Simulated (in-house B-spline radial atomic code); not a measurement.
**Response and correlation of Rb25+**

Closed shell [Ne] 3s2. Computed with an all-electron radial atomic-structure program (B-spline basis): Dirac-Hartree-Fock, relativistic RPA (time-dependent Dirac-Hartree-Fock) for the response and second-order many-body perturbation theory for correlation, no-pair Dirac-Coulomb Hamiltonian, finite nucleus.

Command:
```bash
python run_mb.py task.json out
```
Settings (nuclear radius in fm, box in bohr, cutoff in hartree):
```
basis_form          2
Z                   37
core_configuration  [Ne] 3s2
rms_radius          4.2036
mass_number         85
speed_of_light      137.036
box_radius          3.321
lmax                7
intervals           58
virtual_cutoff      34225.0
```

Cost of the run: 1 s on 1 thread of Arm Neoverse V1 (shared host).

```json
{"multipole (bohr³, bohr⁵, bohr⁷)": "dipole", "uncoupled": "0.060081", "coupled RPA": "0.071087"}
{"multipole (bohr³, bohr⁵, bohr⁷)": "quadrupole", "uncoupled": "0.004346", "coupled RPA": "0.0051601"}
{"multipole (bohr³, bohr⁵, bohr⁷)": "octupole", "uncoupled": "0.00058825", "coupled RPA": "?"}
```

Q: What is the coupled octupole polarisability?

A: 0.00061919 atomic units, +5 % against the uncoupled value.

Q: Which subshells carry the dipole polarisability?

A: 3s1/2 99.9 %, 2p3/2 0.1 %, 2s1/2 0.0 %.

Q: What does the dipole shielding factor come to?

A: The dipole shielding factor is 0.324, against the exact N/Z = 12/37 = 0.324 of the non-relativistic theorem.

Dipole polarisability at imaginary frequency:

| u (Eh) | α(iu) (bohr³) |
| --- | --- |
| 0 | 0.07109 |
| 2.65 | 0.04003 |
| 6.63 | 0.01371 |
| 13.3 | 0.0054 |
| 19.9 | 0.00339 |
| 26.5 | 0.002513 |
| 39.8 | 0.001674 |
| 53 | 0.001251 |
| 66.3 | 0.0009809 |
| 92.8 | 0.0006535 |
| 133 | 0.0003964 |
| 199 | 0.0002102 |
| 265 | 0.000129 |
| 398 | 6.223e-05 |
| 663 | 2.407e-05 |
| 1330 | 6.351e-06 |

Q: What dispersion coefficients follow for two such ions (the dispersion part alone)?

A: C6 = (3/π)∫α(iu)²du = 0.01189 hartree·bohr⁶ and C8 = 0.006332 hartree·bohr⁸.

Lowest J = 1 odd-parity excitations:

```json
{"energy (eV)": "49.141", "oscillator strength": "0.0152", "leading channel": "3s1/2 → p1/2", "weight": "0.853"}
{"energy (eV)": "81.994", "oscillator strength": "0.58", "leading channel": "3s1/2 → p3/2", "weight": "0.851"}
{"energy (eV)": "601.96", "oscillator strength": "0.121", "leading channel": "3s1/2 → p1/2", "weight": "0.975"}
{"energy (eV)": "608.76", "oscillator strength": "0.428", "leading channel": "3s1/2 → p3/2", "weight": "0.975"}
{"energy (eV)": "839.97", "oscillator strength": "0.0398", "leading channel": "3s1/2 → p1/2", "weight": "0.985"}
{"energy (eV)": "843.17", "oscillator strength": "0.124", "leading channel": "3s1/2 → p3/2", "weight": "0.985"}
{"energy (eV)": "966.93", "oscillator strength": "0.0197", "leading channel": "3s1/2 → p1/2", "weight": "0.988"}
{"energy (eV)": "968.83", "oscillator strength": "0.059", "leading channel": "3s1/2 → p3/2", "weight": "0.988"}
```

Second-order correlation energy by the highest angular momentum of the excited pair (hartree): s -0.0192, p -0.2148, d -0.2302, f -0.05749, g -0.02145, h -0.008123, i -0.00373, k -0.00194.

Q: What is the second-order correlation energy at the partial-wave limit?

A: The listed waves sum to -0.55696 hartree; extrapolating the increments as (l + 1/2)⁻⁴ gives -0.56093 hartree, -1.27 eV per electron.
